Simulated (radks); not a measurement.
Spherical quantum dot in the effective-mass picture: electrons in a well V = -V0 / (1 + exp((r - R)/a)) with V0 = 8.58, R = 3.26, a = 0.21, all in effective atomic units (hartree* = m*/eps^2 hartree, bohr* = eps/m* bohr), one dielectric constant everywhere. Method: non-relativistic Kohn-Sham, LDA (Slater exchange, Perdew-Wang correlation), spin-polarised, spherical densities; computed with a radial shooting solver with Libxc functionals. Levels are named by radial order and angular momentum (1s, 1p, 1d, 2s, ...), and open shells are averaged over m.

N = 14, configuration 1s2 1p6 1d(up 5, down 1). This is the lowest configuration that the search found. Occupied and some empty levels:

| level | occupation | eigenvalue (hartree*) | <r> (bohr*) |
|---|---|---|---|
| 1s up | 1 | -2.6041 | 2.064 |
| 1s down | 1 | -2.5375 | 2.050 |
| 1p up | 3 | -2.3114 | 2.222 |
| 1p down | 3 | -2.2399 | 2.218 |
| 1d up | 5 | -1.8541 | 2.345 |
| 1d down | 1 | -1.7806 | 2.346 |
| 1f up | 0 | -1.2609 | 2.448 |
| 2s up | 0 | -1.1906 | 1.640 |
| 1f down | 0 | -1.1873 | 2.450 |
| 2s down | 0 | -1.1540 | 1.642 |
| 2p up | 0 | -0.44267 | 1.918 |
| 2p down | 0 | -0.39720 | 1.916 |

Energy (hartree*): total -67.6574, kinetic 12.636, external -114.02, Hartree 39.636, exchange-correlation -5.9107.
